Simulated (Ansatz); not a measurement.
A short molecular-dynamics run on H₉NSi₂Sn (`[SiH3][N]([SiH3])[SnH3]`).

```yaml
crystal:
  periodic: [false, false, false]
  atoms:
    - {symbol: Si, position_ang: [-0.891994, 1.217087, -0.942865]}
    - {symbol: N, position_ang: [0.077266, 0.111541, -0.037660]}
    - {symbol: Si, position_ang: [1.090608, 0.646823, 1.253740]}
    - {symbol: Sn, position_ang: [-0.184052, -1.901576, -0.324201]}
    - {symbol: H, position_ang: [-1.131683, 0.660001, -2.302598]}
    - {symbol: H, position_ang: [-2.227664, 1.462563, -0.325778]}
    - {symbol: H, position_ang: [-0.191449, 2.524826, -1.048646]}
    - {symbol: H, position_ang: [0.377202, 0.725658, 2.561373]}
    - {symbol: H, position_ang: [2.215521, -0.313607, 1.423707]}
    - {symbol: H, position_ang: [1.623911, 2.000132, 0.943514]}
    - {symbol: H, position_ang: [-0.581082, -2.093887, -1.968020]}
    - {symbol: H, position_ang: [-1.450463, -2.442564, 0.684964]}
    - {symbol: H, position_ang: [1.294480, -2.631598, 0.097270]}
basis:
  gaussian: {orbitals: def2-SVP}
hamiltonian: {xc: {name: BLYP}}
md: {timestep: 2 fs, n_steps: 20, ensemble: nve, temperature: 500, initial_velocities: maxwell_boltzmann, seed: 176}
```

```sh
$ ansatz run in.yaml --threads 4 --pin off --events-out ev --progress --plain --max-ram 10444MiB
```

| step | time (fs) | potential energy (eV) | kinetic (eV) | T (K) | conserved (eV) |
| --- | --- | --- | --- | --- | --- |
| 0 | 0.0 | -23214.0592 | 0.7109 | 500 | -23213.3483 |
| 1 | 2.0 | -23213.9678 | 0.6308 | 444 | -23213.3371 |
| 2 | 4.0 | -23213.8466 | 0.5119 | 360 | -23213.3347 |
| 3 | 6.0 | -23213.7411 | 0.4032 | 284 | -23213.3378 |
| 4 | 8.0 | -23213.6222 | 0.2924 | 206 | -23213.3298 |
| 5 | 10.0 | -23213.5935 | 0.2663 | 187 | -23213.3272 |
| 6 | 12.0 | -23213.6931 | 0.3587 | 252 | -23213.3344 |
| 7 | 14.0 | -23213.8191 | 0.4787 | 337 | -23213.3404 |
| 8 | 16.0 | -23213.8877 | 0.5508 | 387 | -23213.3369 |
| 9 | 18.0 | -23213.9458 | 0.6107 | 430 | -23213.3351 |
| 10 | 20.0 | -23214.0048 | 0.6593 | 464 | -23213.3455 |
| 11 | 22.0 | -23213.9330 | 0.5912 | 416 | -23213.3418 |
| 12 | 24.0 | -23213.7761 | 0.4466 | 314 | -23213.3294 |
| 13 | 26.0 | -23213.7081 | 0.3802 | 267 | -23213.3279 |
| 14 | 28.0 | -23213.7534 | 0.4164 | 293 | -23213.3370 |
| 15 | 30.0 | -23213.7829 | 0.4413 | 310 | -23213.3416 |
| 16 | 32.0 | -23213.7417 | 0.4100 | 288 | -23213.3317 |
| 17 | 34.0 | -23213.7612 | 0.4284 | 301 | -23213.3328 |
| 18 | 36.0 | -23213.8263 | 0.4816 | 339 | -23213.3447 |
| 19 | 38.0 | -23213.7809 | 0.4412 | 310 | -23213.3397 |
| 20 | 40.0 | -23213.6810 | 0.3497 | 246 | -23213.3313 |

Velocities are drawn at the set temperature; a run this short doesn't reach equilibrium.

Frames (Å, forces in eV/Å):

```xyz
13
time=0.0 fs
Si   -0.892    1.217   -0.943   -0.447    0.471   -0.428
N     0.077    0.112   -0.038    0.135    0.062   -0.105
Si    1.091    0.647    1.254    0.467    0.209    0.585
Sn   -0.184   -1.902   -0.324   -0.094   -0.744   -0.108
H    -1.132    0.660   -2.303   -0.059   -0.053   -0.248
H    -2.228    1.463   -0.326   -0.269    0.078    0.090
H    -0.191    2.525   -1.049    0.102    0.242   -0.038
H     0.377    0.726    2.561   -0.103    0.033    0.273
H     2.216   -0.314    1.424    0.215   -0.133    0.059
H     1.624    2.000    0.944    0.113    0.239   -0.030
H    -0.581   -2.094   -1.968   -0.085   -0.067   -0.355
H    -1.450   -2.443    0.685   -0.289   -0.155    0.222
H     1.294   -2.632    0.097    0.313   -0.182    0.083
13
time=2.0 fs
Si   -0.894    1.217   -0.941   -0.242    0.131    0.242
N     0.081    0.088   -0.041    0.390    0.918   -0.158
Si    1.100    0.658    1.256   -0.139   -0.951    0.146
Sn   -0.184   -1.900   -0.325   -0.668   -1.232   -0.177
H    -1.107    0.696   -2.284   -0.144   -0.265   -0.840
H    -2.249    1.354   -0.324   -0.181    0.273    0.059
H    -0.188    2.522   -1.046    0.004    0.290    0.084
H     0.325    0.713    2.498   -0.267    0.123    0.793
H     2.170   -0.360    1.458    0.322    0.040    0.056
H     1.585    1.992    0.976    0.496    0.881   -0.229
H    -0.597   -2.115   -2.001    0.011   -0.013    0.101
H    -1.494   -2.401    0.729    0.124   -0.040   -0.153
H     1.269   -2.683    0.105    0.293   -0.155    0.073
13
time=4.0 fs
Si   -0.896    1.218   -0.939   -0.283   -0.212    0.376
N     0.086    0.068   -0.044    0.632    1.728   -0.192
Si    1.108    0.669    1.258   -0.580   -1.445    0.151
Sn   -0.185   -1.899   -0.326   -0.962   -1.770   -0.193
H    -1.089    0.723   -2.298   -0.128   -0.230   -0.801
H    -2.278    1.257   -0.319    0.105    0.420   -0.071
H    -0.184    2.530   -1.039   -0.152    0.172    0.196
H     0.263    0.706    2.465   -0.108    0.184    0.725
H     2.137   -0.404    1.494    0.274    0.324    0.024
H     1.564    2.018    1.000    0.568    0.799   -0.249
H    -0.612   -2.136   -2.030    0.094    0.042    0.451
H    -1.533   -2.362    0.767    0.431    0.015   -0.432
H     1.254   -2.739    0.115    0.110   -0.026    0.014
13
time=6.0 fs
Si   -0.899    1.218   -0.937   -0.382   -0.593   -0.072
N     0.093    0.052   -0.048    0.833    2.391   -0.195
Si    1.116    0.677    1.261   -0.948   -1.140    0.416
Sn   -0.186   -1.899   -0.327   -0.994   -2.229   -0.147
H    -1.075    0.740   -2.343   -0.042   -0.007   -0.170
H    -2.302    1.175   -0.317    0.366    0.534   -0.196
H    -0.186    2.544   -1.026   -0.300   -0.005    0.270
H     0.197    0.705    2.460    0.319    0.227    0.259
H     2.115   -0.436    1.531    0.199    0.570   -0.022
H     1.566    2.075    1.015    0.366    0.016   -0.126
H    -0.624   -2.156   -2.041    0.135    0.080    0.593
H    -1.556   -2.321    0.789    0.557    0.007   -0.553
H     1.244   -2.797    0.126   -0.110    0.149   -0.058
13
time=8.0 fs
Si   -0.902    1.217   -0.934   -0.354   -0.876   -0.598
N     0.102    0.043   -0.052    0.972    2.805   -0.182
Si    1.123    0.684    1.264   -1.257   -0.628    0.624
Sn   -0.187   -1.899   -0.328   -0.845   -2.475   -0.048
H    -1.063    0.757   -2.394    0.029    0.183    0.471
H    -2.312    1.114   -0.323    0.436    0.598   -0.236
H    -0.200    2.559   -1.001   -0.379   -0.121    0.298
H     0.143    0.713    2.464    0.696    0.252   -0.147
H     2.100   -0.446    1.567    0.188    0.658   -0.056
H     1.581    2.132    1.024    0.143   -0.732   -0.015
H    -0.630   -2.173   -2.030    0.127    0.091    0.508
H    -1.557   -2.281    0.789    0.497   -0.050   -0.510
H     1.229   -2.850    0.134   -0.252    0.295   -0.109
13
time=10.0 fs
Si   -0.906    1.215   -0.933   -0.143   -1.000   -0.891
N     0.114    0.041   -0.057    1.033    2.901   -0.175
Si    1.128    0.690    1.268   -1.463   -0.247    0.638
Sn   -0.188   -1.900   -0.329   -0.552   -2.409    0.086
H    -1.049    0.782   -2.427    0.058    0.242    0.782
H    -2.306    1.075   -0.338    0.262    0.588   -0.168
H    -0.228    2.569   -0.966   -0.363   -0.116    0.285
H     0.116    0.731    2.463    0.837    0.249   -0.298
H     2.092   -0.431    1.601    0.263    0.556   -0.062
H     1.602    2.162    1.033    0.025   -1.059    0.021
H    -0.632   -2.186   -2.000    0.065    0.071    0.208
H    -1.539   -2.242    0.770    0.245   -0.141   -0.303
H     1.205   -2.891    0.138   -0.267    0.365   -0.121
13
time=12.0 fs
Si   -0.910    1.212   -0.932    0.214   -0.947   -0.873
N     0.128    0.048   -0.063    1.004    2.665   -0.189
Si    1.131    0.695    1.273   -1.511   -0.092    0.454
Sn   -0.190   -1.902   -0.331   -0.159   -2.025    0.206
H    -1.034    0.815   -2.430    0.054    0.176    0.692
H    -2.290    1.060   -0.359   -0.110    0.495   -0.012
H    -0.270    2.574   -0.919   -0.270   -0.002    0.246
H     0.121    0.758    2.451    0.705    0.221   -0.174
H     2.095   -0.395    1.633    0.385    0.312   -0.043
H     1.624    2.150    1.043    0.031   -0.917   -0.021
H    -0.631   -2.197   -1.961   -0.034    0.025   -0.237
H    -1.512   -2.209    0.740   -0.165   -0.246    0.038
H     1.170   -2.917    0.138   -0.145    0.334   -0.087
13
time=14.0 fs
Si   -0.913    1.208   -0.933    0.555   -0.689   -0.478
N     0.146    0.062   -0.069    0.881    2.141   -0.222
Si    1.131    0.701    1.278   -1.328   -0.285    0.135
Sn   -0.191   -1.905   -0.332    0.159   -1.432    0.247
H    -1.016    0.855   -2.407    0.031    0.016    0.214
H    -2.278    1.063   -0.381   -0.482    0.341    0.145
H    -0.322    2.579   -0.864   -0.147    0.130    0.192
H     0.152    0.793    2.432    0.317    0.184    0.196
H     2.112   -0.347    1.663    0.454    0.046   -0.029
H     1.647    2.104    1.052    0.175   -0.326   -0.139
H    -0.631   -2.206   -1.932   -0.122   -0.013   -0.624
H    -1.491   -2.185    0.710   -0.578   -0.320    0.378
H     1.130   -2.932    0.134    0.086    0.207   -0.014
13
time=16.0 fs
Si   -0.916    1.202   -0.934    0.611   -0.222    0.261
N     0.166    0.081   -0.075    0.669    1.426   -0.260
Si    1.130    0.706    1.284   -0.905   -0.775   -0.148
Sn   -0.193   -1.908   -0.332    0.125   -0.842    0.188
H    -0.997    0.896   -2.376    0.010   -0.172   -0.486
H    -2.284    1.079   -0.397   -0.552    0.167    0.178
H    -0.380    2.590   -0.800   -0.053    0.153    0.120
H     0.196    0.836    2.420   -0.170    0.152    0.645
H     2.146   -0.297    1.692    0.349   -0.110   -0.063
H     1.677    2.045    1.056    0.408    0.498   -0.302
H    -0.636   -2.216   -1.926   -0.131    0.003   -0.688
H    -1.493   -2.173    0.696   -0.707   -0.312    0.483
H     1.093   -2.938    0.130    0.346    0.034    0.074
13
time=18.0 fs
Si   -0.918    1.196   -0.936    0.286    0.348    0.876
N     0.187    0.105   -0.083    0.397    0.638   -0.285
Si    1.128    0.710    1.289   -0.332   -0.938   -0.122
Sn   -0.194   -1.911   -0.333   -0.281   -0.443    0.093
H    -0.978    0.930   -2.363    0.014   -0.267   -0.890
H    -2.312    1.102   -0.406   -0.239   -0.007    0.056
H    -0.440    2.606   -0.732   -0.002    0.017    0.013
H     0.234    0.885    2.433   -0.408    0.105    0.773
H     2.194   -0.251    1.718    0.055   -0.135   -0.149
H     1.722    2.005    1.048    0.480    0.903   -0.387
H    -0.647   -2.226   -1.947   -0.045    0.080   -0.381
H    -1.521   -2.173    0.699   -0.434   -0.216    0.270
H     1.070   -2.943    0.129    0.508   -0.086    0.132
13
time=20.0 fs
Si   -0.920    1.191   -0.936   -0.191    0.855    0.819
N     0.210    0.130   -0.091    0.108   -0.112   -0.286
Si    1.125    0.713    1.295    0.309   -0.266    0.269
Sn   -0.196   -1.915   -0.334   -0.708   -0.276    0.035
H    -0.958    0.954   -2.384    0.040   -0.211   -0.560
H    -2.348    1.124   -0.414    0.197   -0.185   -0.113
H    -0.500    2.622   -0.664    0.037   -0.192   -0.125
H     0.255    0.937    2.476   -0.233   -0.006    0.362
H     2.244   -0.211    1.739   -0.295   -0.121   -0.239
H     1.786    2.000    1.025    0.158    0.500   -0.281
H    -0.658   -2.233   -1.982    0.080    0.169    0.066
H    -1.566   -2.182    0.714    0.025   -0.089   -0.070
H     1.066   -2.951    0.133    0.471   -0.067    0.124
13
time=22.0 fs
Si   -0.922    1.187   -0.934   -0.531    1.200    0.294
N     0.233    0.156   -0.100   -0.164   -0.747   -0.260
Si    1.123    0.715    1.300    0.888    0.735    0.701
Sn   -0.198   -1.918   -0.335   -0.865   -0.248    0.039
H    -0.937    0.970   -2.427    0.052   -0.094    0.162
H    -2.378    1.139   -0.425    0.475   -0.352   -0.217
H    -0.559    2.632   -0.601    0.098   -0.327   -0.258
H     0.268    0.990    2.532    0.078   -0.161   -0.253
H     2.283   -0.175    1.750   -0.541   -0.158   -0.278
H     1.856    2.014    0.992   -0.338   -0.163   -0.063
H    -0.667   -2.234   -2.015    0.179    0.224    0.410
H    -1.610   -2.194    0.725    0.405    0.013   -0.331
H     1.080   -2.962    0.141    0.264    0.078    0.053
13
time=24.0 fs
Si   -0.925    1.185   -0.933   -0.588    1.328   -0.194
N     0.255    0.179   -0.109   -0.405   -1.230   -0.205
Si    1.122    0.718    1.307    1.238    1.467    0.858
Sn   -0.200   -1.922   -0.336   -0.734   -0.215    0.097
H    -0.913    0.983   -2.463    0.036   -0.006    0.701
H    -2.389    1.141   -0.445    0.480   -0.485   -0.218
H    -0.614    2.629   -0.547    0.181   -0.296   -0.342
H     0.284    1.036    2.579    0.250   -0.283   -0.670
H     2.301   -0.145    1.751   -0.590   -0.279   -0.236
H     1.913    2.021    0.956   -0.687   -0.547    0.133
H    -0.669   -2.225   -2.032    0.222    0.227    0.546
H    -1.638   -2.206    0.724    0.590    0.069   -0.434
H     1.104   -2.970    0.151    0.006    0.250   -0.035
13
time=26.0 fs
Si   -0.928    1.184   -0.931   -0.346    1.223   -0.424
N     0.277    0.198   -0.119   -0.614   -1.551   -0.114
Si    1.123    0.724    1.315    1.294    1.756    0.641
Sn   -0.203   -1.926   -0.337   -0.401   -0.073    0.192
H    -0.889    0.995   -2.473    0.007    0.035    0.828
H    -2.381    1.124   -0.473    0.222   -0.569   -0.126
H    -0.662    2.614   -0.506    0.259   -0.095   -0.350
H     0.310    1.071    2.600    0.218   -0.324   -0.749
H     2.296   -0.126    1.743   -0.437   -0.469   -0.119
H     1.944    2.008    0.925   -0.777   -0.552    0.247
H    -0.662   -2.209   -2.029    0.202    0.182    0.453
H    -1.644   -2.214    0.706    0.562    0.077   -0.377
H     1.128   -2.968    0.161   -0.190    0.359   -0.102
13
time=28.0 fs
Si   -0.932    1.185   -0.931    0.090    0.960   -0.315
N     0.297    0.214   -0.130   -0.794   -1.721    0.016
Si    1.125    0.732    1.323    1.125    1.545    0.099
Sn   -0.205   -1.929   -0.337    0.072    0.216    0.298
H    -0.864    1.008   -2.451   -0.013    0.036    0.514
H    -2.365    1.086   -0.506   -0.175   -0.597    0.014
H    -0.700    2.596   -0.479    0.295    0.186   -0.292
H     0.343    1.094    2.593   -0.009   -0.261   -0.471
H     2.274   -0.124    1.731   -0.179   -0.658    0.031
H     1.944    1.974    0.904   -0.588   -0.209    0.253
H    -0.648   -2.185   -2.008    0.126    0.101    0.148
H    -1.629   -2.220    0.673    0.319    0.036   -0.170
H     1.145   -2.952    0.166   -0.267    0.366   -0.124
13
time=30.0 fs
Si   -0.936    1.187   -0.930    0.437    0.680    0.181
N     0.314    0.224   -0.140   -0.943   -1.750    0.175
Si    1.129    0.741    1.332    0.898    0.767   -0.591
Sn   -0.208   -1.933   -0.338    0.602    0.626    0.362
H    -0.839    1.023   -2.409   -0.008    0.011   -0.162
H    -2.356    1.024   -0.539   -0.423   -0.553    0.112
H    -0.726    2.585   -0.463    0.255    0.381   -0.213
H     0.377    1.107    2.567   -0.375   -0.107    0.091
H     2.246   -0.148    1.719   -0.016   -0.697    0.137
H     1.923    1.931    0.892   -0.139    0.413    0.136
H    -0.629   -2.157   -1.981    0.019    0.008   -0.283
H    -1.601   -2.225    0.635   -0.102   -0.046    0.152
H     1.152   -2.923    0.166   -0.205    0.266   -0.097
13
time=32.0 fs
Si   -0.939    1.191   -0.930    0.444    0.455    0.803
N     0.329    0.230   -0.150   -1.049   -1.646    0.354
Si    1.134    0.752    1.340    0.748   -0.303   -1.118
Sn   -0.210   -1.936   -0.339    0.983    1.062    0.299
H    -0.815    1.039   -2.373    0.011   -0.003   -0.823
H    -2.363    0.942   -0.567   -0.268   -0.396    0.104
H    -0.743    2.589   -0.455    0.140    0.355   -0.169
H     0.396    1.116    2.545   -0.677    0.046    0.605
H     2.217   -0.199    1.713   -0.079   -0.464    0.149
H     1.896    1.904    0.886    0.360    1.009   -0.019
H    -0.609   -2.129   -1.965   -0.065   -0.062   -0.621
H    -1.577   -2.231    0.602   -0.531   -0.134    0.459
H     1.151   -2.883    0.163   -0.017    0.083   -0.025
13
time=34.0 fs
Si   -0.941    1.194   -0.928    0.240    0.218    0.913
N     0.341    0.231   -0.159   -1.102   -1.422    0.542
Si    1.140    0.763    1.347    0.674   -0.889   -1.246
Sn   -0.212   -1.940   -0.339    0.941    1.382    0.098
H    -0.791    1.054   -2.369   -0.015    0.042   -0.862
H    -2.380    0.844   -0.591    0.172   -0.122    0.027
H    -0.755    2.606   -0.454   -0.006    0.134   -0.164
H     0.389    1.126    2.546   -0.623    0.055    0.583
H     2.186   -0.268    1.713   -0.257   -0.029    0.098
H     1.883    1.917    0.879    0.498    1.010    0.016
H    -0.592   -2.104   -1.973   -0.075   -0.089   -0.613
H    -1.573   -2.242    0.586   -0.668   -0.165    0.543
H     1.149   -2.840    0.159    0.221   -0.127    0.067
13
time=36.0 fs
Si   -0.944    1.199   -0.925    0.129   -0.073    0.360
N     0.350    0.229   -0.167   -1.104   -1.110    0.721
Si    1.148    0.772    1.351    0.549   -0.722   -1.098
Sn   -0.213   -1.942   -0.339    0.511    1.491   -0.123
H    -0.767    1.071   -2.398   -0.110    0.127   -0.254
H    -2.391    0.741   -0.614    0.562    0.192   -0.033
H    -0.767    2.628   -0.459   -0.131   -0.123   -0.156
H     0.358    1.139    2.570   -0.231   -0.069    0.061
H     2.144   -0.337    1.716   -0.351    0.395    0.053
H     1.888    1.967    0.872    0.224    0.360    0.270
H    -0.577   -2.081   -2.004   -0.023   -0.090   -0.259
H    -1.595   -2.260    0.592   -0.392   -0.108    0.333
H     1.156   -2.802    0.157    0.367   -0.269    0.127
13
time=38.0 fs
Si   -0.946    1.203   -0.922    0.214   -0.385   -0.347
N     0.356    0.223   -0.172   -1.063   -0.753    0.868
Si    1.155    0.781    1.355    0.249   -0.330   -0.939
Sn   -0.215   -1.944   -0.340    0.097    1.407   -0.239
H    -0.747    1.092   -2.437   -0.209    0.183    0.409
H    -2.380    0.646   -0.639    0.694    0.445   -0.038
H    -0.784    2.646   -0.470   -0.207   -0.275   -0.104
H     0.319    1.149    2.595    0.181   -0.182   -0.467
H     2.089   -0.392    1.721   -0.262    0.634    0.052
H     1.903    2.032    0.876   -0.098   -0.364    0.498
H    -0.563   -2.063   -2.046    0.038   -0.093    0.189
H    -1.632   -2.282    0.610    0.067   -0.010    0.004
H     1.177   -2.775    0.160    0.300   -0.278    0.114
13
time=40.0 fs
Si   -0.947    1.206   -0.919    0.477   -0.675   -0.830
N     0.359    0.215   -0.175   -0.989   -0.390    0.963
Si    1.164    0.788    1.357   -0.216   -0.077   -0.896
Sn   -0.216   -1.946   -0.340   -0.017    1.236   -0.220
H    -0.735    1.121   -2.460   -0.253    0.187    0.740
H    -2.343    0.568   -0.664    0.518    0.564    0.012
H    -0.808    2.653   -0.485   -0.232   -0.259    0.005
H     0.286    1.152    2.603    0.408   -0.207   -0.717
H     2.023   -0.422    1.729   -0.003    0.617    0.104
H     1.913    2.082    0.899   -0.244   -0.781    0.554
H    -0.548   -2.047   -2.080    0.068   -0.107    0.506
H    -1.666   -2.304    0.628    0.434    0.072   -0.256
H     1.209   -2.758    0.168    0.049   -0.180    0.035
```

Run time 32 s (4 threads of an Arm Neoverse V1 on a shared host); peak host memory 0.17 GiB.
